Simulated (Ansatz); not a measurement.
Job for Ansatz (a first-principles code): R-B3LYP-D3(BJ)/def2-SVP on C2H6 (SMILES CC).

Ansatz 0.2 input:
```yaml
crystal:
  periodic: [false, false, false]
  atoms:
    - {symbol: C, position_ang: [0.00000000, 0.00000000, 0.76220000]}
    - {symbol: C, position_ang: [0.00000000, 0.00000000, -0.76220000]}
    - {symbol: H, position_ang: [0.00000000, 1.01900000, 1.15720000]}
    - {symbol: H, position_ang: [-0.88240000, -0.50950000, 1.15720000]}
    - {symbol: H, position_ang: [0.88240000, -0.50950000, 1.15720000]}
    - {symbol: H, position_ang: [0.00000000, -1.01900000, -1.15720000]}
    - {symbol: H, position_ang: [-0.88240000, 0.50950000, -1.15720000]}
    - {symbol: H, position_ang: [0.88240000, 0.50950000, -1.15720000]}
basis:
  gaussian:
    orbitals: def2-SVP
hamiltonian:
  xc: b3lyp
  dispersion: d3bj
relax: {f_tol: 0.004, max_steps: 120}
scf: {lower_state_search: off}
```

Program output:

```
WARN ansatz: RAYON_NUM_THREADS=4 ignored (pool sized by the plan → 4); use --threads N
Functional definition: B3LYP
these checks for a lower state are left out or cut short: stability, starts, cluster_reference, orbital_swaps, neighbouring_geometries, increment
integrals: 0.01 GiB planned
658 factors; integrals over basis functions are off by at most 2.8e-4 eV
mean field: 0.15 GiB planned
mean field evaluation 1: about -2164.6216 eV, gradient 4.9e1 eV
mean field evaluation 2: about -2161.7961 eV, gradient 5.8e1 eV
mean field evaluation 4: about -2170.6906 eV, gradient 3.8e-1 eV
mean field evaluation 8: about -2170.6863 eV, gradient 2.7e-4 eV
mean field -2170.68633779 eV, -79.7712515698 hartree, gradient 1.1e-6 eV, S^2 0.000000; 0 other end points of the search recorded, 0 dependent functions left out
the calculation of the forces begins
reference -2170.68651389 eV, -79.7712580414 hartree; 9, 9 occupied and 49, 49 virtual orbitals, 658 factors
relax step   1: F+E_penalty+E_count = -2170.83374770 eV  Δ(F+E_penalty+E_count) = +0.000e0 eV  max|allowed force component| = 2.876e-1 eV/Å  Δτ_max = 0.0000 Å  (12 SCF iters, accepted)
these checks for a lower state are left out or cut short: stability, starts, cluster_reference, orbital_swaps, neighbouring_geometries, increment
integrals: 0.01 GiB planned
658 factors; integrals over basis functions are off by at most 2.9e-4 eV
mean field: 0.15 GiB planned
mean field evaluation 16: about -2170.7000 eV, gradient 7.0e-4 eV
mean field -2170.69576081 eV, -79.7715978592 hartree, gradient 7.2e-7 eV, S^2 0.000000; 0 other end points of the search recorded, 0 dependent functions left out
the calculation of the forces begins
reference -2170.69593710 eV, -79.7716043377 hartree; 9, 9 occupied and 49, 49 virtual orbitals, 658 factors
relax step   2: F+E_penalty+E_count = -2170.84281000 eV  Δ(F+E_penalty+E_count) = -9.062e-3 eV  max|allowed force component| = 1.146e-1 eV/Å  Δτ_max = 0.0095 Å  (16 SCF iters, accepted)
these checks for a lower state are left out or cut short: stability, starts, cluster_reference, orbital_swaps, neighbouring_geometries, increment
integrals: 0.01 GiB planned
658 factors; integrals over basis functions are off by at most 3.0e-4 eV
mean field: 0.15 GiB planned
mean field -2170.69661729 eV, -79.7716293345 hartree, gradient 1.8e-6 eV, S^2 0.000000; 0 other end points of the search recorded, 0 dependent functions left out
the calculation of the forces begins
reference -2170.69679360 eV, -79.7716358136 hartree; 9, 9 occupied and 49, 49 virtual orbitals, 658 factors
relax step   3: F+E_penalty+E_count = -2170.84355479 eV  Δ(F+E_penalty+E_count) = -7.448e-4 eV  max|allowed force component| = 2.068e-2 eV/Å  Δτ_max = 0.0031 Å  (11 SCF iters, accepted)
these checks for a lower state are left out or cut short: stability, starts, cluster_reference, orbital_swaps, neighbouring_geometries, increment
integrals: 0.01 GiB planned
658 factors; integrals over basis functions are off by at most 3.0e-4 eV
mean field: 0.15 GiB planned
mean field evaluation 32: about -2170.6966 eV, gradient 8.6e-7 eV
mean field -2170.69662147 eV, -79.7716294881 hartree, gradient 4.3e-6 eV, S^2 0.000000; 0 other end points of the search recorded, 0 dependent functions left out
the calculation of the forces begins
reference -2170.69679776 eV, -79.7716359666 hartree; 9, 9 occupied and 49, 49 virtual orbitals, 658 factors
relax step   4: F+E_penalty+E_count = -2170.84356025 eV  Δ(F+E_penalty+E_count) = -5.465e-6 eV  max|allowed force component| = 7.957e-3 eV/Å  Δτ_max = 0.0002 Å  (8 SCF iters, accepted)
these checks for a lower state are left out or cut short: stability, starts, cluster_reference, orbital_swaps, neighbouring_geometries, increment
integrals: 0.01 GiB planned
658 factors; integrals over basis functions are off by at most 3.0e-4 eV
mean field: 0.15 GiB planned
mean field -2170.69662056 eV, -79.7716294546 hartree, gradient 2.8e-6 eV, S^2 0.000000; 0 other end points of the search recorded, 0 dependent functions left out
the calculation of the forces begins
reference -2170.69679684 eV, -79.7716359327 hartree; 9, 9 occupied and 49, 49 virtual orbitals, 658 factors
relax step   5: F+E_penalty+E_count = -2170.84356145 eV  Δ(F+E_penalty+E_count) = -1.198e-6 eV  max|allowed force component| = 7.468e-5 eV/Å  Δτ_max = 0.0001 Å  (8 SCF iters, accepted)
Total energy: -2170.84373773 eV, -79.7770359108 hartree
Atom 0 at    -0.000000     0.000000     0.763548 Å, force    -0.000000    -0.000003     0.000014 eV/Å
Atom 1 at    -0.000000    -0.000000    -0.763548 Å, force     0.000000     0.000003    -0.000014 eV/Å
Atom 2 at    -0.000000     1.025413     1.167945 Å, force    -0.000000    -0.000075    -0.000014 eV/Å
Atom 3 at    -0.888033    -0.512707     1.167946 Å, force     0.000066     0.000039    -0.000015 eV/Å
Atom 4 at     0.888033    -0.512707     1.167946 Å, force    -0.000066     0.000039    -0.000015 eV/Å
Atom 5 at    -0.000000    -1.025413    -1.167945 Å, force    -0.000000     0.000075     0.000014 eV/Å
Atom 6 at    -0.888033     0.512707    -1.167946 Å, force     0.000066    -0.000039     0.000015 eV/Å
Atom 7 at     0.888033     0.512707    -1.167946 Å, force    -0.000066    -0.000039     0.000015 eV/Å
Dipole moment:     0.000000    -0.000000     0.000000 e Å
Checks for a lower state left out: stability, starts, cluster_reference, orbital_swaps, neighbouring_geometries, increment
```

The run converged.

Cost: about 4 core-seconds (a rough figure).
